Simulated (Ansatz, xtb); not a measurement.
# C2H8B2O: which of two isomers lies lower

We compare X, `BOB(C)C`, a singlet, with Y, `CBOBC`, a singlet. Both are isolated molecules in the gas phase, relaxed with B3LYP/6-31G*; the shapes shown needn't be the lowest conformers.

X (Å):

```xyz
13

C     2.0177   -1.6514   -1.1176
C     1.1045    0.9219   -0.6196
B    -1.6496   -1.3580   -1.6328
B     0.8547   -0.5835   -1.0335
O    -0.4088   -0.9751   -1.3286
H    -2.3647   -1.7532   -0.7551
H    -2.0116   -1.2949   -2.7744
H     2.5881   -1.4914   -2.0453
H     1.6603   -2.6866   -1.1280
H     2.7387   -1.5348   -0.2989
H     0.2733    1.5888   -0.8723
H     2.0243    1.3191   -1.0671
H     1.2527    0.9779    0.4696
```

Y (Å):

```xyz
13

C     1.8862   -1.3612    1.3908
C    -0.7707    2.1874   -0.3150
B     0.8568   -0.3232    1.9714
B    -1.0246    0.8288    0.4359
O    -0.0756    0.2547    1.1950
H     1.7996   -2.3162    1.9285
H     1.7686   -1.5544    0.3191
H     2.9140   -1.0161    1.5728
H     0.8651   -0.0065    3.1306
H    -2.0760    0.2517    0.3590
H    -0.9347    2.0589   -1.3944
H    -1.5091    2.9364    0.0052
H     0.2319    2.6010   -0.1620
```

Energies in hartree; the thermal terms are from B3LYP/6-31G* harmonic frequencies (ideal gas, rigid rotor, one conformer each, 298.15 K, 1 atm) and include the zero-point energy:

```
                              X           Y
E, CCSD(T)/def2-SVP  −205.289582  −205.290628
    E, MP2/def2-SVP  −205.212766  −205.213763
  E, MP2/def2-TZVPP  −205.592088  −205.592910
  zero-point energy     0.103898     0.104247
       H(298 K) − E     0.112769     0.112952
       G(298 K) − E     0.072292     0.072924
```

**Question.** Correct the CCSD(T) difference for the basis set by the MP2 change, then work out ΔE, ΔE₀, ΔH and ΔG for X → Y in kJ/mol (1 Eh = 2625.50 kJ/mol) and the equilibrium ratio [Y]/[X].

**Answer.** 1. Differences Y − X: CCSD(T) −0.001046, MP2 in the small set −0.000997, MP2 in the large set −0.000822 Eh.
2. ΔE = −0.001046 + (−0.000822 − (−0.000997)) = −0.000871 Eh = −2.29 kJ/mol.
3. ΔE₀ = ΔE + ΔZPE = −0.000871 + (+0.000349) Eh = −1.37 kJ/mol.
4. ΔH = ΔE + (+0.000183) Eh = −1.81 kJ/mol.
5. ΔG = ΔE + (+0.000632) Eh = −0.63 kJ/mol, so ΔS = (ΔH − ΔG)/T = −4.0 J/(mol K).
6. kT = 0.9442 mEh, so K = [Y]/[X] = exp(−ΔG/kT) = exp(+0.25) ≈ 1.3.

The two are too close for this level to say which is favoured. An error of 4 kJ/mol in ΔG would change K by a factor of 5. Mirror images and further conformers aren't counted.

As drawn, both hold the same kinds of bond in the same numbers.

Other levels gave ΔE = −1.5 (GFN2-xTB); −3.2 (HF/STO-3G, GFN2-xTB geometries); −3.8 (r2SCAN-D4/def2-SVP, GFN2-xTB geometries); −5.7 (B3LYP/6-31G*); −4.4 (HF/def2-SVP); −2.6 (MP2/def2-SVP); −2.7 (CCSD(T)/def2-SVP) kJ/mol. The correlated steps freeze 5 core orbitals. Programs: Ansatz 0.2.0, xtb 6.7.1.
